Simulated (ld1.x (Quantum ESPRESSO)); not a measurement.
Results of a calculation; reference values are marked as such.
## Hardness and transferability of assorted potentials

Generated with ld1.x 7.5 (TM, RRKJ, ultrasoft, PAW), atompaw 4.2 or ONCVPSP 4.0.1. The cutoff is in Ry: for ld1.x and atompaw files where the sum of valence levels is converged to 10 mRy in a Bessel basis, for ONCV files where the hardest occupied wave has 1 mHa per electron of residual kinetic energy. The error is the largest all-electron minus pseudo excitation energy over each file’s own four to seven test configurations (ionisations up to +4, promotions, holes and added fractions of an electron), all of which were solved. The labels leave out finer settings (local radius, basis sizes, second energies), which also bear on the numbers. Spin-polarised tests are not counted. The rows are a selection from randomly drawn settings: files with unsolved tests, undetermined cutoffs or missed reference levels are left out.

| element | potential | cutoff (Ry) | largest error (meV) | bound ghosts |
| --- | --- | --- | --- | --- |
| K | PAW, revPBE, scalar-relativistic, rc 2.20/2.25/2.05 (spd), local smoothed, core correction yes, reference 3s2 3p6 4s0.5 4p0.5 | 15 | -7.7 | none |
| Ni | TM semilocal, PBE, scalar-relativistic, rc 2.20/2.10/1.65/1.70 (spdf), local d, core correction no, reference 3d8 4s1.5 4p0 | 110 | -147 | none |
| Ga | TM semilocal, PBE, scalar-relativistic, rc 1.80/2.85 (sp), local s, core correction yes, reference 4s2 4p1 | 15 | -187 | none |
| Sr | TM semilocal, PBE, scalar-relativistic, rc 3.50/2.55/2.10 (spd), local d, core correction yes, reference 4p6 4d0 5s2 5p0 | 18 | -107 | none |
| Cd | RRKJ, PBE, scalar-relativistic, rc 2.40/2.75/1.70 (spd), local s, core correction yes, reference 4d10 5s2 5p0 | 55 | -241 | none |

Fill in the row for N: TM semilocal, PW91, scalar-relativistic, rc 0.70/2.35/2.45 (spd), local d, core correction yes, reference 2s2 2p3.

cutoff 140 Ry, largest error +4487 meV, bound ghosts: none.

Fill in the row for S: ultrasoft, PBE, non-relativistic, rc 1.60/1.35/1.70 (spd), local smoothed, core correction no, reference 3s2 3p2.

cutoff 12 Ry, largest error +26 meV, bound ghosts: none.
